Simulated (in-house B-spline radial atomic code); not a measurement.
The numbers below are computed, except where a source is named.
## O in an electron gas of r_s = 1.5: phase shifts, screening and friction

A nucleus sits in a uniform electron gas with a rigid positive background. The Kohn-Sham equations are solved self-consistently in the spin-unpolarised LDA (PW92), non-relativistic, on B-splines with outgoing waves at the boundary and partial waves to l = 8. The model has no lattice, no bands and no magnetic solution. Atomic units; δ_l are the phase shifts at the Fermi level, counted so that each bound state adds π, and good to about 0.0005.

The density parameter is r_s = 1.5 bohr.

```tsv
l	δ_l (rad)
0	4.4998
1	2.1375
2	0.2194
3	0.0537
4	0.0137
5	0.0039
6	0.0012
7	0.0005
8	0.0002
```

Bound levels below the band bottom (hartree): s -17.83, s -0.3416.

Task: Check the Friedel sum rule, and say where the screening charge sits.

Result: k_F = (9π/4)^(1/3)/r_s = 1.27944. The rule is Z = (2/π) Σ (2l + 1) δ_l. The terms are s 2.865, p 4.082, d 0.698, f 0.239 and 0.123 beyond, in all 8.007 against Z = 8. Bound states hold 4 s, 0 p, 0 d electrons, so the scattering states carry 4.01 in all; where a term is smaller than its bound count, the bound level has drawn weight out of the band.

Task: Find the transport cross section and the electronic stopping of a 10 keV O ion (mass 16.0 u).

Result: σ_tr = (4π/k_F²) Σ (l + 1) sin²(δ_l − δ_(l+1)). The terms for l = 0 to 3 are 0.4939, 1.7683, 0.0816, 0.0064, all together 2.3507, so σ_tr = 7.677 × 2.3507 = 18.046 bohr². With n = 3/(4π r_s³) = 0.07074, the friction coefficient is Q = n k_F σ_tr = 1.6332. For v well below v_F = 1.279, dE/dx = Q v; with 24801 eV per u at v = 1, v = √(10000/(24801 × 16.0)) = 0.1587, so dE/dx = 0.25926 hartree/bohr = 133 eV/nm. The largest term couples the p and d waves.
